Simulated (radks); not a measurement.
Problem. The mean radii <r> (bohr) of the occupied orbitals of an atom or ion are listed with their occupations. All-electron calculation, Dirac Kohn-Sham, BLYP, spin-unpolarised, spherical densities, finite nucleus; Fermi nuclear charge, rms radius of each element as measured or else 0.836 A^(1/3) + 0.57 fm. Program: a radial shooting solver on a logarithmic mesh with Libxc functionals.

orbital  occ.      <r>
1s1/2       2  0.03344
2s1/2       2   0.1439
2p1/2       2   0.1223
2p3/2       4   0.1269
3s1/2       2   0.3607
3p1/2       2   0.3465
3p3/2       3   0.3539

Name the element and its charge. Open shells, if any, fill j = l - 1/2 first.

Solution. Z = 44, ruthenium, charge +27: Ru27+ in [Ne] 3s2 3p5. The 1s radius gives Z: for a bare nucleus <r> = (2 gamma + 1)/(2Z) with gamma = sqrt(1 - (Z/c)^2), 0.03289 bohr for Z = 44, and screening makes it slightly larger (0.03344 here). The occupations add up to 17, and the charge is Z minus that.
